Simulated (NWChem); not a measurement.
System: AlH2Cl; SMILES [AlH2][Cl]

```xyz
4

Al     0.0000     0.0000     1.0857
H      0.0000    -1.4122     1.8182
H      0.0000     1.4122     1.8182
Cl     0.0000     0.0000    -1.0340
```
Atoms are numbered in this order, from 1.

Results from NWChem. Structure relaxed at the PBE-D3(BJ)/def2-SVP level. Hartree-Fock couplings suffer from near triplet instabilities. Isotropic indirect couplings, all four terms, static geometry, non-relativistic.

For level Hartree-Fock/pcJ-1:

| Item | Result |
|---|---|
| J(27Al atom 1, 1H atom 2) (Hz) | 436.4 |
| J(1H atom 2, 1H atom 3) (Hz) | 71.5 |

Q: Estimate the same quantities for level PBE0/pcJ-1.

A: J(27Al atom 1, 1H atom 2) (Hz): 365.9
J(1H atom 2, 1H atom 3) (Hz): 58.8
